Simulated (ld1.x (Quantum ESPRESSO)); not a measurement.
Varying the TM potential for W (Z = 74)

Base potential:

- Element: W (Z = 74)
- Generator: ld1.x (Quantum ESPRESSO) 7.5
- Type: norm-conserving Troullier–Martins (Kleinman–Bylander form)
- Functional: PBE
- Relativity: fully relativistic
- Frozen core: [Xe] 4f14
- Valence charge: 6
- Reference configuration: 5d4 6s1 6p0 (charge +1)
- Partial waves: 6s (bound): rc 2.05 bohr; 6p (bound, empty): rc 2.65 bohr; 5d (bound): rc 2.35 bohr
- Local potential: all-electron potential smoothed inside 1.65 bohr (lloc = -1)
- Core correction: Bessel-smoothed model core inside 1.20 bohr

Open shells are filled in proportion to 2j + 1 (rel_dist='average').

Cutoffs, loose and tight: the cutoffs (Ry, on a coarse ladder) from which the occupation-weighted sum of valence levels, in a spherical-Bessel basis at the reference potential, stays within 10 and 1 mRy of its value at 400 Ry. They do not see the model core or the augmentation charge, which bear on the density cutoff. Test errors are all-electron minus pseudo excitation energies from the reference, over the configurations 5d4 6s2 6p0; 5d4 6s0 6p0; 5d3 6s0 6p0; 5d4 6s1.5 6p0; 5d5 6s0 6p0; 5d4 6s1 6p1; 5d4 6s0 6p1. A dash means not determined; rows that change the core or the reference have their own tests.

A true bound ghost makes a file unfit for plane-wave use even where its test errors are small: the radial tests pick states by their node count and pass the ghost by.

| change | outcome | cutoff, loose | cutoff, tight | bound ghosts | largest test error (meV) |
| --- | --- | --- | --- | --- | --- |
| base | generated | 30 Ry | 35 Ry | s, p3/2, p1/2 | -136 |
| wave 6s (bound): rc 2.05 bohr becomes 6s (bound): rc 1.90 bohr | generated | 30 Ry | 55 Ry | s, p3/2, p1/2 | -151 |
| core correction none | generated | 30 Ry | 35 Ry | s, p3/2, p1/2 | +104 |
| local potential all-electron potential smoothed inside 2.88 bohr (lloc = -1) | generated | 30 Ry | 40 Ry | none | -166 |
| wave 6p (bound): rc 2.65 bohr becomes 6p (bound): rc 3.78 bohr | generated | 30 Ry | 40 Ry | s, p3/2, p1/2 | -136 |
| wave 5d (bound): rc 2.35 bohr becomes 5d (bound): rc 2.26 bohr | generated | 30 Ry | 40 Ry | s, p3/2, p1/2 | -136 |
| type RRKJ; local potential the s channel | generated | 25 Ry | 35 Ry | none | -179 |
